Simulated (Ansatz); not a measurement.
```yaml
crystal:
  periodic: [false, false, false]
  atoms:
    - {symbol: C, position_ang: [-0.929242, 1.616136, -1.409082]}
    - {symbol: C, position_ang: [-0.351609, 0.616949, -0.540429]}
    - {symbol: N, position_ang: [0.106148, -0.174893, 0.147908]}
    - {symbol: In, position_ang: [1.069797, -1.840607, 1.595898]}
    - {symbol: H, position_ang: [-0.666861, 2.612560, -1.050927]}
    - {symbol: H, position_ang: [-0.548252, 1.488111, -2.423201]}
    - {symbol: D, position_ang: [-2.015208, 1.513339, -1.418711]}
    - {symbol: H, position_ang: [0.513785, -3.205635, 0.685127]}
    - {symbol: H, position_ang: [0.196006, -1.364780, 3.014356]}
    - {symbol: H, position_ang: [2.708536, -1.312479, 1.402062]}
basis:
  gaussian: {orbitals: ANO-RCC-VTZP}
hamiltonian: {xc: {name: BLYP}}
```

```sh
$ ansatz run in.yaml --threads 4 --pin off --events-out ev --progress --plain --max-ram 10444MiB
```

Shortened log:

```
Error: YAML parse error: error: line 10 column 16: `D` is not an element symbol (H … Og, case-exact)
 8 |     - {symbol: H, position_ang: [-0.666861, 2.612560, -1.050927]}
 9 |     - {symbol: H, position_ang: [-0.548252, 1.488111, -2.423201]}
10 |     - {symbol: D, position_ang: [-2.015208, 1.513339, -1.418711]}
11 |     - {symbol: H, position_ang: [0.513785, -3.205635, 0.685127]}
12 |     - {symbol: H, position_ang: [0.196006, -1.364780, 3.014356]}
```

(1) What is wrong with this run?

## Answers

(1) An element symbol is wrong. The input was rejected before any iteration.
